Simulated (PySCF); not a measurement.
Which element holds N most strongly?

CCSD(T) extrapolated to the basis-set limit (PySCF; AlN CCSD(T)/CBS(TQ)+CV+SR, AsN CCSD(T)/CBS(DT)+CV, BN CCSD(T)/CBS(TQ)+CV+SR, GeN CCSD(T)/CBS(DT), PN CCSD(T)/CBS(TQ)+CV+SR, SiN CCSD(T)/CBS(TQ)+CV+SR, TaN CCSD(T)/CBS(TQ)+CV; CV core-valence, SR scalar-relativistic term); no spin–orbit coupling. D0 is De less the harmonic zero-point energy.

| M | state (unpaired electrons) | Re (Å) | ωe (cm⁻¹) | D0(MN) (eV) |
| --- | --- | --- | --- | --- |
| Ta | singlet (closed shell) | 1.680 | 1084 | 6.70 |
| Ge | doublet (π ↑) | 1.745 | 836 | 3.52 |
| P | singlet (closed shell) | 1.490 | 1351 | 6.22 |
| As | singlet (closed shell) | 1.617 | 1078 | 4.84 |
| Al | triplet (σ ↑, π ↑) | 1.790 | 755 | 2.48 |
| B | triplet (σ ↑, π ↑) | 1.323 | 1534 | 4.45 |
| Si | doublet (σ ↑) | 1.572 | 1157 | 4.59 |

Problem. Order the elements by D0 and give the energy of PN + Al → AlN + P.

Solution. Ta > P > As > Si > B > Ge > Al; ΔE = 6.22 − 2.48 = +3.74 eV at composite CCSD(T). Close neighbours can swap at other levels.

Correlated steps freeze the inner cores (2 to 6 orbitals); shallow outer-core shells are correlated. These are scalar-relativistic numbers at best; spin–orbit coupling would shift them, the dissociation energy most. Where the molecule has an RHF reference, its open-shell atoms are computed with UHF. The CCSD T1 diagnostic is raised in AlN, BN, SiN, TaN, a sign that a single reference may not be enough there. States were picked by a PBE0 search and need not be the measured ground states.
